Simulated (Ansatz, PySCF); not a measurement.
Species: chloro-difluoro-methylsilane, CH₃ClF₂Si, net charge 0, singlet state. 
Structure (B3LYP-D3(BJ)/def2-TZVP (Ansatz, a first-principles code) minimum search):
SMILES: C[Si](F)(F)Cl
```xyz
8

C     -1.9513    -0.1167     0.1792
Si    -0.1434     0.2047     0.2177
F      0.4442    -0.0361     1.6731
F      0.1717     1.7160    -0.1536
Cl     0.8911    -0.9845    -1.0773
H     -2.1604    -1.1522     0.4503
H     -2.3498     0.0658    -0.8195
H     -2.4656     0.5386     0.8845
```

Wanted: atomisation energy (electronic, to ground-state atoms), in kcal/mol. Valence correlation only, unless marked. UHF or UKS for open shells. No spin-orbit coupling. No relativistic terms. The coupled-cluster limit lacks core correlation, which all-electron functionals hold. CBS marks a two-point X^-3 extrapolation of the correlation energy; Hartree-Fock from the larger set. [CCSD(T)-MP2]/basis is that difference in the basis named.

| level | program | atomisation energy (kcal/mol) | rough core time |
|---|---|---|---|
| HF/STO-3G | Ansatz | 602.6 | - |
| HF/cc-pV(D+d)Z | Ansatz | 558.4 | - |
| BLYP-D4/def2-TZVPD | Ansatz + dftd4 | 760.8 | under 20 s |
| B97M-V/def2-TZVPD | Ansatz | 772.6 | 24 s |
| PBE0/def2-SVP | Ansatz | 753.2 | under 20 s |
| PBE0-D4/def2-TZVPD | Ansatz + dftd4 | 764.7 | under 20 s |
| PBE0/def2-TZVP | Ansatz | 761.4 | under 20 s |
| BHLYP-D3(BJ)/def2-TZVPD | Ansatz + dftd3 | 743.8 | under 20 s |
| BHLYP-D4/def2-TZVPD | Ansatz + dftd4 | 743.4 | under 20 s |
| TPSSh-D4/def2-TZVPD | PySCF + dftd4 | 766.4 | - |
| r2SCANh-D4/def2-TZVPD | Ansatz + dftd4 | 767.0 | 23 s |
| M06-2X/def2-TZVPD | PySCF | 772.0 | - |
| B2PLYP/def2-TZVPD | Ansatz | 758.9 | 24 s |
| PBE-QIDH/def2-TZVPD | Ansatz | 763.9 | 24 s |
| MP2/STO-3G | Ansatz | 666.0 | - |
| MP2/cc-pV(D+d)Z | Ansatz | 718.3 | - |
| RI-MP2/aug-cc-pV(T+d)Z | Ansatz | 779.4 | under 20 s |
| RI-MP2/CBS(aug-cc-pV(T+d)Z,aug-cc-pV(Q+d)Z) | Ansatz | 798.0 | 90 s |
| CCSD/STO-3G | Ansatz | 675.1 | - |
| CCSD(T) with core electrons (1s frozen past Ne)/cc-pwCVTZ | Ansatz | 754.0 | - |
| RI-MP2/CBS(aug-cc-pV(T+d)Z,aug-cc-pV(Q+d)Z)+[CCSD(T)-MP2]/aug-cc-pV(T+d)Z | Ansatz | 774.9 | 11 min |

Core times are rough, on shared machines, summed over the molecules involved; a dash marks a level read off another run, or run on other hardware, by another program or under a memory cap.
